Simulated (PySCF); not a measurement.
# Dipole moment and polarisability of `FC(F)(F)Oc1ccsc1`

Species: C5H3F3OS.
Geometry (GFN2-xTB, Å), atoms numbered from 1 in this order:
```
atom  x, y, z in Å
F1     2.9948   -1.4356    0.1816
C2     1.7871   -1.0535   -0.2159
F3     1.9348   -0.5042   -1.4355
F4     1.0719   -2.1755   -0.4167
O5     1.2766   -0.2403    0.6844
C6    -0.0030    0.2873    0.4666
C7    -0.8443    0.0411   -0.6443
C8    -2.0184    0.7146   -0.5338
S9    -2.1084    1.6420    0.9048
C10   -0.5477    1.1318    1.3857
H11   -0.5985   -0.5938   -1.4749
H12   -2.8391    0.7173   -1.2214
H13   -0.1101    1.4694    2.3017
```

Level: CAM-B3LYP/def2-SVPD (PySCF), static field, nuclei fixed, core orbitals frozen in the response. The polarisability tensor in these axes (au):

```
x    90.69 -18.24  -0.13
y   -18.24  72.57  12.54
z    -0.13  12.54  75.84
```

Give the principal values, the mean and the anisotropy Δα = √{½[(α1 − α2)² + (α2 − α3)² + (α1 − α3)²]}.

Principal values 55.48, 79.84 and 103.78 au; mean 79.70 au = 11.81 Å³ = 13.14 × 10⁻⁴⁰ C²·m²/J; Δα = 41.83 au (52 % of the mean).

What is the dipole moment, and where does it point?

(-2.02, 1.12, 0.12) D, 2.31 D in size, pointing from the negative to the positive side. Measured along this direction, the outermost atoms are F1 at the negative end and H12 and S9 at the positive end.

What would n − 1 = 2πNα be for an ideal gas of these molecules at 500 K and 1 atm, electronic part alone?

N = p/kT = 1.4678 × 10¹⁹ cm⁻³, so n − 1 = 2π × N × 11.81 × 10⁻²⁴ cm³ = 1089 × 10⁻⁶ at long wavelengths.

What depolarisation ratio follows for Rayleigh scattering of linearly polarised light, taking the static tensor?

ρ = 3Δα²/(45ᾱ² + 4Δα²) = 5249.6/(285838 + 6999.4) = 0.0179.

How large is μ²/3kT at 350 K beside α?

In Gaussian units μ²/3kT = 36.89 Å³ against 11.81 Å³, a ratio of 3.12; the Debye molar polarisation (4π/3)N_A(α + μ²/3kT) is 122.9 cm³/mol, leaving out the vibrational part.

Molar refractivity from α?

Lorentz–Lorenz: R = (4π/3)N_A α = 2.5225 cm³/(mol·Å³) × 11.81 Å³ = 29.8 cm³/mol, in the limit of long wavelengths.

The structure is a single GFN2-xTB conformer in the gas phase; no vibrational or solvent corrections.

The run behind these numbers computed excited states as well. Hardware: an Arm Neoverse V1 with one thread, no GPU (shared host). Cost: 90 s wall.
